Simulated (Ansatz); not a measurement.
Geometry optimisation, RKS PBE0-D4/def2-SVP (Ansatz).

Input file:

```yaml
crystal:
  periodic: [false, false, false]
  atoms:
    - { symbol: Zr, position_ang: [0.201375, 0.100843, -0.157546] }
    - { symbol: F, position_ang: [-0.038368, -0.028002, 1.77428] }
    - { symbol: F, position_ang: [2.05111, -0.105987, -0.487112] }
    - { symbol: F, position_ang: [-0.281794, 1.778033, -0.88927] }
    - { symbol: F, position_ang: [-0.670567, -1.331114, -1.03975] }
    - { symbol: S, position_ang: [-3.246193, 0.084728, 1.292743] }
    - { symbol: H, position_ang: [-3.346675, -1.216778, 0.929829] }
    - { symbol: H, position_ang: [-2.138289, -0.154522, 2.081126] }
basis:
  gaussian: { orbitals: def2-SVP }
hamiltonian:
  xc: pbe0
  dispersion: d4
relax:
  f_tol: 0.03
  max_steps: 50
```

Launched with:

```bash
$ ansatz run input.yaml --threads 2 --pin off --max-ram 3072MiB --backend cpu --events-out ev --progress --plain --runs-dir out
```

Q: Where does it end, and by what steps?

A: The forces met the threshold. After 8 steps the energy has fallen by 0.283 eV; S6 moved furthest, 0.56 Å. Joined: Zr1–S6 (3.74 → 3.00 Å).

```tsv
step	energy less start (eV)	largest force component (eV/Å)	accepted
0	0.0000	0.927	yes
1	-0.0924	0.623	yes
2	-0.1902	0.563	yes
3	-0.2544	0.257	yes
4	-0.2662	0.137	yes
5	-0.2778	0.384	yes
6	-0.2824	0.056	yes
7	-0.2830	0.047	yes
8	-0.2832	0.006	yes
```

```xyz
8
Properties=species:S:1:pos:R:3
Zr 0.034 0.056 -0.039
F 0.244 -0.066 1.858
F 1.830 -0.089 -0.633
F -0.477 1.767 -0.702
F -0.775 -1.454 -0.887
S -2.798 0.151 0.958
H -3.055 -1.150 0.702
H -2.472 -0.088 2.247
```

Whether the end is a true minimum wasn't checked by a vibrational analysis.

Time of the run: 23 s on 2 threads of Intel(R) Xeon(R) 6975P-C (Granite Rapids), with other jobs on the host, peak memory 0.3 GiB.
